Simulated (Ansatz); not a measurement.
Geometry optimisation, RKS r2SCAN-D4/def2-SVP (Ansatz).

input.yaml

```yaml
crystal:
  periodic: [false, false, false]
  atoms:
    - { symbol: Si, position_ang: [-0.5618, 1.2077, 0.5227] }
    - { symbol: C, position_ang: [-0.0697, 0.0281, -0.7931] }
    - { symbol: S, position_ang: [-1.2119, -1.3449, -0.9392] }
    - { symbol: Ge, position_ang: [1.017, -1.4003, -0.0643] }
    - { symbol: H, position_ang: [0.5275, 2.1052, 0.8571] }
    - { symbol: H, position_ang: [-1.701, 2.0961, -0.0259] }
    - { symbol: H, position_ang: [-1.0561, 0.5385, 1.7095] }
    - { symbol: H, position_ang: [-2.31914, -1.46226, -1.75446] }
    - { symbol: H, position_ang: [1.9038, -2.1254, -0.9939] }
    - { symbol: H, position_ang: [0.893, -1.5876, 1.5019] }
basis:
  gaussian: { orbitals: def2-SVP }
hamiltonian:
  xc: r2scan
  dispersion: d4
relax:
  f_tol: 0.02
  max_steps: 50
output:
  orbitals: {}
```

Run as:

```bash
$ ansatz run input.yaml --threads 2 --pin off --max-ram 3072MiB --backend cpu --events-out ev --progress --plain --runs-dir out
```

**Question.** Where does it end, and by what steps?

**Answer.** It converged. After 26 steps the energy has fallen by 1.779 eV; H10 moved furthest, 1.58 Å.

| step | energy less start (eV) | largest force component (eV/Å) | accepted |
| --- | --- | --- | --- |
| 0 | 0.0000 | 2.044 | yes |
| 1 | -0.8509 | 1.259 | yes |
| 2 | -1.2087 | 0.987 | yes |
| 3 | -1.4318 | 0.910 | yes |
| 4 | -1.5469 | 0.491 | yes |
| 5 | -1.6280 | 0.574 | yes |
| 6 | -1.6525 | 0.312 | yes |
| 7 | -1.6799 | 0.229 | yes |
| 8 | -1.6874 | 0.222 | yes |
| 9 | -1.6938 | 0.372 | yes |
| 10 | -1.7016 | 0.265 | yes |
| 11 | -1.7092 | 0.154 | yes |
| 12 | -1.7141 | 0.130 | yes |
| 13 | -1.6982 | 0.468 | no |
| 14 | -1.7221 | 0.104 | yes |
| 15 | -1.7265 | 0.158 | yes |
| 16 | -1.7308 | 0.209 | yes |
| 17 | -1.7373 | 0.226 | yes |
| 18 | -1.7486 | 0.222 | yes |
| 19 | -1.7458 | 0.381 | no |
| 20 | -1.7645 | 0.099 | yes |
| 21 | -1.7719 | 0.040 | yes |
| 22 | -1.7759 | 0.103 | yes |
| 23 | -1.7772 | 0.075 | yes |
| 24 | -1.7781 | 0.031 | yes |
| 25 | -1.7785 | 0.024 | yes |
| 26 | -1.7785 | 0.013 | yes |

```xyz
10
Properties=species:S:1:pos:R:3
Si -0.738 1.380 0.579
C -0.335 -0.407 0.587
S -1.354 -1.683 -0.140
Ge 0.990 -1.467 -0.180
H 0.398 2.125 1.203
H -0.970 1.976 -0.788
H -1.994 1.638 1.354
H -1.582 -1.390 -1.493
H 1.392 -1.471 -1.679
H 1.616 -2.646 0.576
```

Run time: 4 min on 2 threads of Arm Neoverse N1, on a shared host, peak memory 0.2 GiB.
